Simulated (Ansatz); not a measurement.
# Worked example: a bond strength in GaSiH7O (SMILES [SiH3][OH+][GaH3-])

The species is GaSiH7O (10 atoms), meant as a singlet with charge 0. SMILES: `[SiH3][OH+][GaH3-]`. The shape was relaxed beforehand at B3LYP/def2-SVP.

```xyz
10

Si   -0.5404    0.7277   -1.3497
O    -0.6284   -0.3316   -0.0088
Ga    0.8980   -0.5658    1.5519
H    -1.9035    0.8078   -1.9425
H     0.4204    0.2074   -2.3567
H    -0.1053    2.0296   -0.7975
H    -1.1422   -1.1455   -0.1018
H     0.2427    0.2971    2.6992
H     2.0740    0.0662    0.6991
H     0.7679   -2.1438    1.6096
```

Wanted: the dissociation energy of the H10–Ga3 bond into doublet H and doublet GaSiH6O (shapes relaxed at B3LYP/def2-SVP, no zero-point term). 1 Eh = 2625.50 kJ/mol = 27.2114 eV. Totals in Eh; open shells run unrestricted unless said.

```
         level  program       GaSiH7O  doublet H  doublet GaSiH6O
   HF/def2-SVP   Ansatz  -2290.737450  -0.499278     -2290.130629
  PBE/def2-SVP   Ansatz  -2292.839595  -0.498629     -2292.210308
B3LYP/def2-SVP   Ansatz  -2293.466084  -0.501259     -2292.829368
```

Problem. Work out the dissociation energy at each level.

Solution. 
1. HF/def2-SVP: (-0.499278) + (-2290.130629) − (-2290.737450) = 0.107543 Eh = 282.4 kJ/mol = 2.93 eV.
2. PBE/def2-SVP: (-0.498629) + (-2292.210308) − (-2292.839595) = 0.130658 Eh = 343.0 kJ/mol = 3.56 eV.
3. B3LYP/def2-SVP: (-0.501259) + (-2292.829368) − (-2293.466084) = 0.135457 Eh = 355.6 kJ/mol = 3.69 eV.

The levels span 282 to 356 kJ/mol; no measured value is set beside them. Hartree–Fock lacks the correlation of the bonding electrons, so it comes out low. A bond enthalpy at 298 K also holds the loss of zero-point energy and thermal terms.
